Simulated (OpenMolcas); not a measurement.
Computed levels of 5s² 5p² in ions with 50 electrons, in cm-1 above ³P₀.

```yaml
Program: OpenMolcas
Method: CASSCF
Basis: ANO-R2
Scalar_Hamiltonian: X2C, finite nucleus
Spin-orbit_coupling: state interaction with AMFI integrals over the reference wave functions, term energies averaged over their components
```

Active space for each ion: 4 electrons in 4 orbitals (5s 5p).

```json
{"Level": "³P₁", "Sn": "1474", "Sb+": "2604", "I3+": "5847", "Xe4+": "8018"}
{"Level": "³P₂", "Sn": "3183", "Sb+": "5236", "I3+": "10377", "Xe4+": "13472"}
{"Level": "¹D₂", "Sn": "10522", "Sb+": "14363", "I3+": "23138", "Xe4+": "28403"}
{"Level": "¹S₀", "Sn": "17621", "Sb+": "23359", "I3+": "35604", "Xe4+": "42376"}
```

Question: Estimate ³P₂, ¹D₂, ¹S₀ for Te2+ from its neighbours Sb+ and I3+.

Answer: ³P₂ is fine structure, which grows about as the fourth power of a screened charge, so the fourth roots are averaged: ((5236^0.25 + 10377^0.25) / 2)^4 = 7480. The calculation gives 7655, so the estimate is off by -2.3 %; the measured value is 8167 (the list in Zhang, Palmeri, Quinet and Biemont, Astron. Astrophys. 551, A136 (2013)).
¹D₂ is another term, which grows about linearly with the charge: (14363 + 23138) / 2 = 18750. The calculation gives 18539, so the estimate is off by +1.1 %; the measured value is 17360 (the list in Zhang, Palmeri, Quinet and Biemont, Astron. Astrophys. 551, A136 (2013)).
¹S₀ is another term, which grows about linearly with the charge: (23359 + 35604) / 2 = 29482. The calculation gives 29370, so the estimate is off by +0.4 %; the measured value is 30398 (the list in Zhang, Palmeri, Quinet and Biemont, Astron. Astrophys. 551, A136 (2013)).

Computed and measured levels are paired by configuration, term and J; levels that our copy of the source lacks, or whose pairing is in doubt (as where it misses far off the trend of its configuration), stay unpaired and out of the deviations. Only configurations of the active space appear.
